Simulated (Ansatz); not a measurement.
The cluster GeO3H2, relaxed as a singlet with RKS PBE-D4/def2-SVP in Ansatz, starting from the GFN1-xTB geometry. Force threshold 0.02 eV/Å.

The restricted singlet is unstable towards broken spin symmetry in Hartree–Fock (as tested in another run); at PBE-D4/def2-SVP this wasn't settled. The structure comes from a short search, and lower isomers may exist.

Start:

Cartesian coordinates in Å:
```
Ge 0.431 0.279 0.066
O 0.308 -1.203 -0.830
O -1.081 1.134 0.078
O -0.774 0.360 1.315
H -0.608 -1.491 -0.779
H 1.723 0.921 0.150
```

**Question.** Estimate the energy that the relaxation releases and the steps that it takes.

**Answer.** 36.2 kJ/mol, in 5 steps; 3.1 s on 4 threads of Arm Neoverse V2 on a shared host. No frequencies were taken in this run, so the end may be a saddle point.

**Question.** Does the start keep its bonding and symmetry?

**Answer.** By distances, no bond broke or formed. The bond that changes most is O3–O4, from 1.49 to 1.61 Å (atoms count from 1). Point group Cs at the start, Cs at the end, both within 0.05 Å.

**Question.** Predict the relaxed structure.

**Answer.** 
```xyz
6

Ge    0.3544    0.2748    0.0837
O     0.3667   -1.2248   -0.8563
O    -1.1455    1.2714    0.1112
O    -0.8154    0.4387    1.4433
H    -0.5289   -1.6172   -0.8793
H     1.7688    0.8570    0.0974
```
Bond lengths: 3 × Ge–O 1.77 to 1.80 Å; 1 × H–O 0.98 Å; 1 × Ge–H 1.53 Å.
